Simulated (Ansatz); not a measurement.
`[OH][Ga]([F])[CH2]Br` + H₂O → `O[CH2][Ga]([OH])[F]` + HBr  (formal hydrolysis of a C–Br bond)

Calculated with Ansatz (gas phase, PBE0-D4/def2-TZVP geometries, no zero-point term in ΔE). CBS: MP2 limit from def2 TZ/QZ plus the TZ coupled-cluster correction, frozen cores. This one scheme is used for every species. DFT in def2-TZVPP. B3LYP here is the variant with VWN-RPA as its local correlation; programs differ in this. For Br, Ga outer-core shells are correlated without core-valence functions, which leaves a few kJ/mol of doubt a bond. Scalar relativity is left out up to krypton. One conformer a species, not always the lowest.

| level | ΔE (kcal/mol) | difference from CCSD(T)/CBS |
| --- | --- | --- |
| r2SCAN-D4 | 10.8 | -3.2 |
| PBE0-D4 | 11.5 | -2.5 |
| ωB97X-V | 11.0 | -3.0 |
| ωB97M-V | 11.5 | -2.5 |
| B2PLYP | 11.5 | -2.5 |
| PBE | 9.7 | -4.3 |
| r2SCAN | 10.6 | -3.4 |
| PBE0 | 10.9 | -3.1 |
| B3LYP | 9.6 | -4.4 |
| HF/def2-TZVPP | 11.4 | -2.6 |
| MP2/def2-TZVPP | 14.8 | 0.8 |
| CCSD(T)/def2-TZVPP | 12.9 | -1.1 |
| MP2/def2-QZVPP | 15.4 | 1.4 |
| SCS-MP2/def2-QZVPP | 14.3 | 0.3 |
| HF/CBS(def2) | 11.5 | -2.5 |
| CCSD/CBS(def2) | 13.7 | -0.3 |
| CCSD(T)/CBS | 14.0 | 0 |

Largest T1 diagnostic among the species: 0.014.

The D4 term adds +1.2 kcal/mol with B3LYP and +0.6 kcal/mol with PBE0; it sums over pairs of atoms, weighted by their polarisabilities, and B3LYP, whose exchange is more repulsive, gets the larger term. From PBE to PBE0 (25 % exact exchange), in def2-TZVPP and without D4, ΔE moves by +1.2 kcal/mol. In def2-TZVPP, CCSD(T) changes the Hartree–Fock value by +1.5 kcal/mol (the triples alone add +0.3 kcal/mol) and MP2 by +3.4 kcal/mol.

CCSD(T)/CBS has its own doubt, a few kJ/mol and more with outer-core shells, so smaller differences from it don't rank the levels.
